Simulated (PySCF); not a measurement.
# Structure from 2D NMR

Compound of formula C$_{8}$H$_{9}$FO. Correlations simulated from computed shifts and the bond graph:

HSQC (one-bond C–H):
```csv
δH,δC
6.40,156.1
5.68,88.4
3.83,56.8
3.61,25.0
2.51,37.5
2.32,37.5
2.04,75.1
```

COSY cross peaks (H two or three bonds apart, from the bond graph; peaks can be absent where the dihedral angle is near 90°):
```csv
δH,δH
5.68,2.51
5.68,2.32
3.61,2.51
3.61,2.32
2.51,2.32
```

HMBC (two and three bonds, from the bond graph):
```csv
δH,δC
6.40,"112.8, 88.4, 56.8, 25.0"
5.68,"156.1, 112.8, 37.5, 25.0"
3.83,156.1
3.61,"156.1, 112.8, 90.6, 88.4, 75.1, 37.5"
2.51,"112.8, 90.6, 88.4, 25.0"
2.32,"112.8, 90.6, 88.4, 25.0"
2.04,"90.6, 25.0"
```

Carbons without hydrogens: δ 112.8, 90.6.

PySCF calculation with shieldings: GIAO PBE0/pcSseg-1 and geometry from PBE0-D3(BJ)/def2-SVP; single conformer, no relativistic terms, averaged over atoms made equivalent by symmetry, fast rotation or ring inversion, no solvent.

Chemical shifts δ = σref − σ; TMS for 1H and 13C, all at this level.

Exchangeable hydrogens are left out of these lists.

Task: Work out the connectivity.

Result: `C#C[C@@H]1C[C@@H](F)/C1=C\OC`.

Atom-mapped SMILES (the numbers label the heavy atoms): `[CH:1]#[C:2][C@@H:3]1[CH2:4][C@@H:5]([F:6])/[C:7]1=[CH:8]\[O:9][CH3:10]`. Hydrogens are named by the atom that carries them. Ha(C4) is cis to C2 on the ring; Hb(C4) is trans to C2 on the ring.

δC 156.1 is C8, an alkene carbon bearing oxygen (δH 6.40). δC 112.8 is C7, a β carbon of an enol-ether or enamine type C=C. δC 90.6 is C2, an alkyne carbon. δC 88.4 is C5, an allylic sp3 CH bonded to F (δH 5.68). δC 75.1 is C1, a terminal alkyne carbon (δH 2.04). δC 56.8 is C10, a methyl carbon bonded to O (δH 3.83). δC 37.5 is C4, an sp3 CH2 in a ring (δH 2.32, 2.51). δC 25.0 is C3, an allylic sp3 CH (δH 3.61). HMBC from δH 6.40 reaches the proton-free carbon C7. HMBC from δH 5.68 reaches the proton-free carbon C7. HMBC from δH 3.61 reaches the proton-free carbons C7, C2. HMBC from δH 2.51 reaches the proton-free carbons C7, C2. COSY links 5.68–2.51, 5.68–2.32, 3.61–2.51, 3.61–2.32, 2.51–2.32.

The data come from this structure; uniqueness wasn't tested.

Shifts are as computed. Against solution values, carbons near 30 ppm lie about +2 ppm off and those near 130 ppm about +5 ppm. Of 1211 compounds with measured shifts, 218 miss one by over three times the rms of a fit or turn the order of signals round; such compounds aren't used in these exercises.
